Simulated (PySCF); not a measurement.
# MK cations for M along group 15

PBE0 with double-zeta basis sets in PySCF, for the lowest determinant that a PBE0 search found; no spin–orbit coupling. De refers to high-spin ground-configuration atoms (the charge goes to the atom of lower measured ionisation energy or higher electron affinity, which is not always the lowest computed limit). A positive dipole points towards K; it is taken about the centre of mass and depends on that origin.

```tsv
M	basis	charged atom	state (unpaired electrons)	Re (Å)	ωe (cm⁻¹)	De (eV)	μ (D)
N	6-31G(d,p)	K+	quartet (σ ↑, π ↑↑)	3.127	90.4	0.11	3.46
P	def2-SVP	K+	quartet (σ ↑, π ↑↑)	3.593	78.1	0.17	6.41
As	pcseg-1	K+	quartet (σ ↑, π ↑↑)	3.650	64.3	0.16	9.99
Sb	x2c-SVPall	K+	quartet (σ ↑, π ↑↑)	3.799	65.5	0.23	11.77
Bi	def2-SVP	K+	quartet (σ ↑, π ↑↑)	3.939	54.7	n/a	13.84
```

By what factor does the harmonic wavenumber vary along the series?

At PBE0 it runs from 64.3 cm⁻¹ (KAs⁺) to 90.4 cm⁻¹ (KN⁺), a factor of 1.41.

The rows differ in basis set, which adds steps of its own.

Down a group the atoms grow and get heavier, so bonds lengthen and wavenumbers fall; this series shows no clear exception.

Weak bonds: KAs⁺, KN⁺, KP⁺, KSb⁺. Basis-set superposition, not corrected here, can be much of De in a small basis, most of all at correlated wavefunction levels. These are scalar-relativistic numbers at best; spin–orbit coupling would shift them, the dissociation energy most. For an ion De counts to the pair picked by the measured ionisation energies or electron affinities, which need not be the lowest pair at this level. States were picked by a PBE0 search and need not be the measured ground states.
